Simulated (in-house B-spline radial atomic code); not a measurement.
The numbers below are computed, except where a source is named.
# Weak and strong correlation along the adiabatic connection

Two-electron singlets in several external potentials (atomic units), by full CI in B-splines with partial waves to l = 8 (correlation energies up to 0.6 % small). The repulsion is scaled by λ at fixed density; W(λ) is the mean repulsion less the Hartree energy, W(0) = E_x, and the area under W from 0 to 1 is E_xc.

Relative drop (W(λ) − E_x)/E_x:

```
                            system  λ = 0.12  λ = 0.25  λ = 0.4  λ = 0.6  λ = 0.8   λ = 1
−Z exp(−kr)/r, Z = 2.21, k = 0.553    0.0110    0.0222   0.0344   0.0496   0.0636  0.0765
−V exp(−r²/w²), V = 1.26, w = 8.91    0.0401    0.0753   0.1081   0.1420   0.1682  0.1890
                    −Z/r, Z = 7.75    0.0024    0.0050   0.0079   0.0118   0.0155  0.0193
−V exp(−r²/w²), V = 10.2, w = 13.0    0.0273    0.0530   0.0785   0.1070   0.1305  0.1502
 ω²r²/2 − Z/r, ω = 0.0267, Z = 0.5    0.0682    0.1217   0.1657   0.2062   0.2343  0.2551
   ω²r²/2 − Z/r, ω = 0.249, Z = -1    0.0490    0.0911   0.1292   0.1672   0.1953  0.2168
−Z exp(−kr)/r, Z = 1.46, k = 0.168    0.0177    0.0353   0.0538   0.0758   0.0953  0.1125
```

Order the systems by how far second-order (GL2) theory, half the initial slope (estimated from the first points of each curve), overshoots the correlation energy, least first.
A. ω²r²/2 − Z/r, ω = 0.249, Z = -1
B. −Z/r, Z = 7.75
C. −V exp(−r²/w²), V = 10.2, w = 13.0
D. −V exp(−r²/w²), V = 1.26, w = 8.91
E. ω²r²/2 − Z/r, ω = 0.0267, Z = 0.5
F. −Z exp(−kr)/r, Z = 1.46, k = 0.168
G. −Z exp(−kr)/r, Z = 2.21, k = 0.553

B (GL2/E_c = 1.03), G (GL2/E_c = 1.15), F (GL2/E_c = 1.24), C (GL2/E_c = 1.39), D (GL2/E_c = 1.59), A (GL2/E_c = 1.67), E (GL2/E_c = 1.96).

What else changes along this order?

The ratio follows the bend of the curve. With it the leading natural occupation goes from 1.999 to 1.762 and −T_c/E_c from 0.97 to 0.51 between the first and the last.
